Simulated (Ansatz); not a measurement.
C2H5ClOSi, SMILES `C=C(Cl)O[SiH3]`. Total charge 0; spin multiplicity 1. The geometry is a stationary point of PBE0-D4/def2-TZVP. It is one conformer, not always the lowest.

```xyz
10

C     0.241   -2.125   -0.103
C     0.132   -0.857    0.259
Cl    0.272   -0.384    1.932
O    -0.086    0.147   -0.588
Si   -0.244    1.779   -0.278
H     0.418   -2.896    0.630
H     0.149   -2.384   -1.149
H    -0.469    2.350   -1.624
H     0.994    2.328    0.322
H    -1.407    2.041    0.601
```

Question: What is the dipole moment at PBE/def2-TZVPP? (An estimate is asked.)

Answer: Ansatz gave: 0.58 D, with components (-0.10, 0.48, -0.32) D in this frame, pointing from negative to positive charge.

Question: And with r2SCAN, B3LYP, ωB97M-V? (Estimate.)

Answer: Ansatz gave: r2SCAN 0.60 D, B3LYP 0.54 D, ωB97M-V 0.49 D.

Question: Give the Mulliken charges with PBE, r2SCAN, B3LYP in def2-TZVPP. (An estimate is asked.)

Answer: The calculation gave: 
```json
{"atom": "C1", "PBE": "-0.26", "r2SCAN": "-0.27", "B3LYP": "-0.28"}
{"atom": "C2", "PBE": "0.21", "r2SCAN": "0.27", "B3LYP": "0.24"}
{"atom": "Cl3", "PBE": "-0.10", "r2SCAN": "-0.11", "B3LYP": "-0.11"}
{"atom": "O4", "PBE": "-0.25", "r2SCAN": "-0.34", "B3LYP": "-0.33"}
{"atom": "Si5", "PBE": "0.32", "r2SCAN": "0.41", "B3LYP": "0.39"}
{"atom": "H6", "PBE": "0.11", "r2SCAN": "0.10", "B3LYP": "0.12"}
{"atom": "H7", "PBE": "0.10", "r2SCAN": "0.10", "B3LYP": "0.11"}
{"atom": "H8", "PBE": "-0.05", "r2SCAN": "-0.06", "B3LYP": "-0.06"}
{"atom": "H9", "PBE": "-0.04", "r2SCAN": "-0.05", "B3LYP": "-0.05"}
{"atom": "H10", "PBE": "-0.04", "r2SCAN": "-0.05", "B3LYP": "-0.05"}
```

B3LYP here is the variant with VWN-RPA as its local correlation; programs differ in this.
